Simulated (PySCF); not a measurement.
Coordinates in bohr (charge 0 multiplicity 1):
```
Sc    0.0000    0.0000    0.0000
O     3.5129   -0.3154    0.0000
O    -1.4833    3.2000    0.0000
O    -2.0296   -2.8846    0.0000
H     5.0344   -1.2934    0.0000
H    -1.3971    5.0067    0.0000
H    -3.6374   -3.7132    0.0000
```

Method: PySCF, PBE0, basis Sc def2-SVP, O def2-SVP, H def2-SVP (no relativity, density fitting).

This geometry of Sc(OH)₃ is a stationary point at this level.

(1) What is the point group?

(2) Is it a minimum?

(3) Which band is strongest in the infrared?

(4) What is the atomisation energy, with and without zero-point energy?

Answers

(1) C3h.

(2) Yes: all harmonic wavenumbers are real.

(3) 762 cm⁻¹ (e'), 549 km/mol.

(4) 2803 kJ/mol without, 2704 kJ/mol with.

Only a few start shapes were tried, so a lower isomer may exist.
